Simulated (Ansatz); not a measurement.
`C[O][In][CH3]` radical at its PBE0-D4/def2-TZVP geometry, where that method's forces vanish. The species carries charge 0 and has multiplicity 2. In: def2 effective core potential.

```xyz
10

C     1.5142   -0.1397   -1.7421
O     0.5248    0.1538   -0.8051
In    0.0687   -0.7752    0.9205
C    -1.6728    0.2299    1.8280
H     2.4985   -0.3259   -1.2890
H     1.6290    0.7120   -2.4248
H     1.2632   -1.0169   -2.3553
H    -1.7898    1.1690    1.2867
H    -1.4896    0.4013    2.8872
H    -2.5461   -0.4082    1.6939
```

Q: What forces (eV/Å) does PBE-D4/def2-TZVPP give on these atoms in the Gaussian-basis code of Ansatz? (Estimate.)

A: The calculation gave: 
```
C1   0.193 -0.087 -0.171
O2  -0.261  0.346 -0.070
In3  0.081 -0.371  0.363
C4  -0.079  0.057  0.028
H5   0.208 -0.032  0.078
H6   0.026  0.188 -0.147
H7  -0.041 -0.177 -0.142
H8  -0.021  0.181 -0.105
H9   0.053  0.026  0.199
H10 -0.158 -0.132 -0.031
```
